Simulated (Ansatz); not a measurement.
Isolated molecules relaxed with PBE0-D4/def2-TZVP in Ansatz; ΔE leaves out vibrations. CCSD(T)/CBS adds triple-zeta CCSD(T) − MP2 to the extrapolated MP2 energy (def2 sets, frozen cores). Functionals use def2-TZVPP. B3LYP here is the variant with VWN-RPA as its local correlation; programs differ in this. HSE06 is defined as in plane-wave codes. Elements past krypton have def2 core potentials. For Ga, Sn outer-core shells are correlated without core-valence functions, which leaves a few kJ/mol of doubt a bond. Scalar relativity is left out up to krypton. One conformer a species, not always the lowest.

`C[CH2][Ga]([Cl])[Cl]` + `[NH2][SnH3]` → `C[NH][SnH3]` + `[CH3][Ga]([Cl])[Cl]`  (substitution at a C–C bond)

```tsv
level	ΔE (kJ/mol)	difference from CCSD(T)/CBS
LDA (SPW92)	31.1	-2.3
PBE-D4	31.9	-1.5
revPBE-D4	31.2	-2.2
BLYP-D4	30.2	-3.2
r2SCAN-D4	32.3	-1.1
B97M-V	32.5	-0.9
PBE0-D4	32.1	-1.3
B3LYP-D4	30.5	-2.9
r2SCANh-D4	32.3	-1.1
r2SCAN0-D4	32.4	-1.0
HSE06-D4	32.1	-1.3
BHLYP-D4	30.3	-3.1
ωB97X-V	30.2	-3.2
ωB97M-V	32.0	-1.4
B2PLYP	30.9	-2.5
PBE-QIDH	32.4	-1.0
revPBE	30.7	-2.7
BLYP	29.1	-4.3
r2SCAN	31.9	-1.5
PBE0	31.4	-2.0
B3LYP	29.5	-3.9
r2SCANh	32.0	-1.4
r2SCAN0	32.0	-1.4
BHLYP	29.4	-4.0
LC-ωPBE	30.7	-2.7
RPA@PBE/def2-TZVPP	30.8	-2.6
HF/def2-SVP	21.5	-11.9
MP2/def2-SVP	28.6	-4.8
CCSD/def2-SVP	25.9	-7.5
CCSD(T)/def2-SVP	26.2	-7.2
HF/def2-TZVPP	27.5	-5.9
MP2/def2-TZVPP	34.0	0.6
SCS-MP2/def2-TZVPP	32.2	-1.2
CCSD/def2-TZVPP	32.0	-1.4
CCSD(T)/def2-TZVPP	32.4	-1.0
HF/def2-QZVPP	27.1	-6.3
MP2/def2-QZVPP	34.4	1.0
SCS-MP2/def2-QZVPP	32.6	-0.8
MP2/CBS(def2)	35.1	1.7
CCSD/CBS(def2)	33.1	-0.3
CCSD(T)/CBS	33.4	0
```

Largest T1 diagnostic among the species: 0.013.

In def2-TZVPP, CCSD(T) changes the Hartree–Fock value by +4.8 kJ/mol (the triples alone add +0.4 kJ/mol) and MP2 by +6.4 kJ/mol. Leaving LDA and LC-ωPBE aside and taking each functional with its dispersion term where it has one, the values, not all of them listed here, spread over 2.6 kJ/mol, from CAM-B3LYP-D4 to B97M-V.
